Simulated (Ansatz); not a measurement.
Ansatz results at the PBE0-D4/def2-TZVP geometry: LUMO energy (B3LYP/def2-TZVPP) -0.05 eV; LUMO energy (PBE/def2-TZVPP) -0.57 eV; HOMO energy (ωB97M-V/def2-TZVPP) -10.14 eV.

Each molecule was computed in one conformer, which needn't be the lowest.

(1) Which molecule gave them?
A. `[GeH3][AsH][SbH2]`
B. `F[SiH](Cl)C[SiH3]`
C. `[CH3][SnH2][CH2][SiH3]`
D. `N#CC[SiH3]`

## Answers

(1) C. The others give `F[SiH](Cl)C[SiH3]`: 0.07, -0.62, -11.07; `N#CC[SiH3]`: -0.26, -0.82, -11.19; `[GeH3][AsH][SbH2]`: -1.29, -1.80, -8.97.

B3LYP here is the variant with VWN-RPA as its local correlation; programs differ in this.
